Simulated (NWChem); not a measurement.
System: 1,1,1-trifluoroethane (C2H3F3); SMILES CC(F)(F)F

Input file for NWChem:

```
start job
memory heap 200 mb stack 900 mb global 1100 mb
geometry units angstroms noautoz
  C      0.000000     0.000000    -1.471583
  C      0.000000     0.000000     0.027243
  F     -0.878538    -0.880631     0.519235
  F     -0.323380     1.201152     0.519235
  F      1.201918    -0.320520     0.519235
  H      0.269672    -0.998615    -1.837810
  H      0.729990     0.732850    -1.837810
  H     -0.999662     0.265765    -1.837810
end
basis spherical
  * library def2-tzvpd
end
dft
  xc xpbe96 cpbe96
  iterations 150
  semidirect filesize 400000000
  mulliken
end
task dft energy
```

Coordinates come from a PBE0/def2-SVP optimisation.

Q: What results follow from this input? (PBE/def2-TZVPD.) Quantities: energy (Ha); highest occupied level (eV); orbital gap (eV); dipole (D).

A: The energy (Ha) comes out as -377.35. The highest occupied level (eV) is -9.15, the orbital gap (eV) is 8.86 and the dipole (D) is 2.15.
